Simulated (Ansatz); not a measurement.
`[NH2][SbH][SiH3]` + H₂S → `[NH2][SbH][SH]` + SiH₄ at 600 K and 1 bar (cleavage of the Sb–Si bond).

Computed with Ansatz on PBE0-D4/def2-TZVP structures; ΔE is electronic, products minus reactants. CBS: MP2 limit from def2 TZ/QZ plus the TZ coupled-cluster correction, frozen cores. This one scheme is used for every species. Elements past krypton have def2 core potentials. For Sb outer-core shells are correlated without core-valence functions, which leaves a few kJ/mol of doubt a bond. Each species was taken in one conformer, which may not be the lowest.

| species | CCSD(T)/CBS energy (Eh) | H − E (kJ/mol) | S (J/(mol·K)) |
| --- | --- | --- | --- |
| `[NH2][SbH][SiH3]` | -587.39549 | 206.7 | 427.9 |
| H₂S | -398.97279 | 60.8 | 230.9 |
| `[NH2][SbH][SH]` | -694.91734 | 157.6 | 398.7 |
| SiH₄ | -291.46306 | 108.7 | 242.3 |

H − E and S are ideal-gas, rigid-rotor, harmonic terms from PBE0-D4/def2-TZVP, for one conformer and one mirror image of each species. 1 Eh = 2625.50 kJ/mol, R = 8.31446 J/(mol·K).

Task: By hand: ΔE, ΔH, ΔS and ΔG.

Result: ΔE = (-694.91734) + (-291.46306) − (-587.39549) − (-398.97279) = -0.01212 Eh = -31.8 kJ/mol. Δ(H − E) = 157.6 + 108.7 − 206.7 − 60.8 = -1.2, so ΔH = -33.0 kJ/mol. ΔS = 398.7 + 242.3 − 427.9 − 230.9 = -17.8 J/(mol·K). ΔG = -33.0 − 600 × (-17.8)/1000 = -22.3 kJ/mol.

Task: By hand: the equilibrium constant, and the temperature at which ΔG would vanish if ΔH and ΔS stayed fixed.

Result: log₁₀ K = −ΔG/(RT ln 10) = 1.9. ΔG = 0 at ΔH/ΔS = 1854 K, though so small a ΔS makes that figure unsure.

ΔH outweighs TΔS. A doubt of 5 kJ/mol in ΔE shifts log₁₀ K by 0.4 here. Other conformers and mirror images would add mixing entropy, several J/(mol·K) or more a flexible species. These are equilibria of isolated gas molecules and say nothing of rates. Largest T1 diagnostic: 0.014 (customary marks: 0.02 for closed shells, 0.045 for open ones).
